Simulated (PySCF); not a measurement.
Dipole response of K+ (potassium, charge +1)

[Ar], closed-shell 1S. Computed with PySCF 2.14 in dyall-av3z, with scalar relativity by spin-free X2C-1e. Coupled (time-dependent) response in atomic units; α is the mean over directions.

```csv
method,mean α (bohr³),C₆ (like pair),S(−4)
UHF,5.392,23.07,5.318
PBE,5.653,24.42,6.174
PBE0,5.538,23.82,5.797
LC-wPBE,5.531,23.78,5.774
```

S(−4) is the Cauchy moment in α(ω) = α(0) + S(−4) ω² + …

α(iu) at UHF:

| u (hartree) | α(iu) (bohr³) |
| --- | --- |
| 0 | 5.392 |
| 0.0500 | 5.379 |
| 0.100 | 5.340 |
| 0.200 | 5.189 |
| 0.300 | 4.958 |
| 0.500 | 4.351 |
| 0.750 | 3.536 |
| 1.00 | 2.822 |
| 1.50 | 1.819 |
| 2.00 | 1.232 |
| 3.00 | 0.6562 |
| 5.00 | 0.2745 |

A single London oscillator, α(iu) = α/(1 + u²/ω²), gives C₆ = (3/4) ω α². Matching the computed C₆ needs ω = 4 × 23.07 / (3 × 5.392²) = 1.06 hartree.

For an ion, C₆ is the dispersion term alone; charge-induced terms of lower order in 1/R come first.
